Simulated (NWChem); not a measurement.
Species: CH$_{3}$BeBrO; SMILES [Br][Be][O]C

```xyz
7

Be     0.0030    -0.5643     0.0001
Br    -0.0003     1.4058     0.0000
O      0.0042    -1.9578     0.0007
C     -0.0032    -3.3424    -0.0005
H      0.9374    -3.7486     0.4342
H     -0.8534    -3.7393     0.5982
H     -0.1000    -3.7419    -1.0347
```
Atoms are numbered in this order, from 1.

All runs: NWChem. Coordinates come from a PBE-D3(BJ)/def2-SVP optimisation. Total energies compare along this basis series because the functional is fixed.

```json
[
 {"level": "Hartree-Fock/pcseg-1", "basis functions": "79", "energy (Ha)": "-2701.2800", "highest occupied level (eV)": "-11.38", "orbital gap (eV)": "14.24", "dipole (D)": "2.63"},
 {"level": "Hartree-Fock/aug-pcseg-1", "basis functions": "122", "energy (Ha)": "-2701.2908", "highest occupied level (eV)": "-11.45", "orbital gap (eV)": "12.13", "dipole (D)": "2.46"},
 {"level": "Hartree-Fock/pcseg-2", "basis functions": "160", "energy (Ha)": "-2701.7230", "highest occupied level (eV)": "-11.40", "orbital gap (eV)": "13.06", "dipole (D)": "2.48"},
 {"level": "Hartree-Fock/STO-3G", "basis functions": "36", "energy (Ha)": "-2672.2614", "highest occupied level (eV)": "-8.38", "orbital gap (eV)": "16.70", "dipole (D)": "2.94"},
 {"level": "Hartree-Fock/def2-SVP", "basis functions": "84", "energy (Ha)": "-2701.2361", "highest occupied level (eV)": "-11.28", "orbital gap (eV)": "13.64", "dipole (D)": "2.51"}
]
```
